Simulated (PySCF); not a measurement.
SMILES [CH3][Mg][O][SiH3], singlet at its CAM-B3LYP/def2-SVP optimised geometry (Å):

```
10

Mg     0.7517    -0.1560     0.0000
C      2.8236    -0.1560     0.0000
H      3.2323    -1.1740     0.1065
H      3.2325     0.4451     0.8285
H      3.2329     0.2608    -0.9347
O     -1.0496    -0.1570     0.0013
Si    -2.6831    -0.1582     0.0036
H     -3.2291    -0.4793     1.3581
H     -3.2319    -1.1706    -0.9501
H     -3.2329     1.1740    -0.3947
```

Calculation: CAM-B3LYP/def2-TZVP in PySCF. Cells within 0.4 Å of a nucleus heavier than hydrogen are left out (blank, or x).

Map of the electron localisation function on the plane z = 0.0 Å:

```
|0000000000000000000000000000000|
|0000000000000000000000000000000|
|0000000000000000000000000000000|
|0000000000000000000000000000000|
|0000000000000000000000000000000|
|0000000000000000000000000000000|
|0000000000000000000000000000000|
|0000001100000000000000000000000|
|0000589861000000000000000000000|
|0006999993000000000000000000000|
|0039999994000000000100000000000|
|0059999994001221001431011000000|
|0038999993024542000563223210000|
|0004899962367761000386555421000|
|0001364010688870374088546531000|
|0000010xx177xx808xx089xx4531000|
|0000010xx177xx808x8088xx5531000|
|0000143000688870262088799862000|
|0000257631367761000376899985100|
|0001357741124542001554899996100|
|0000256530002221001322799995000|
|0000134310000000000000489972000|
|0000011100000000000000035410000|
|0000000000000000000000000000000|
|0000000000000000000000000000000|
|0000000000000000000000000000000|
|0000000000000000000000000000000|
|0000000000000000000000000000000|
|0000000000000000000000000000000|
|0000000000000000000000000000000|
|0000000000000000000000000000000|
```
Scale: ten equal steps from 0.000 (start of '0') to 1.000 (end of '9'), in the order '0123456789'; x runs from -5.50 to 5.50, y from -5.50 (bottom) to 5.50 (top).
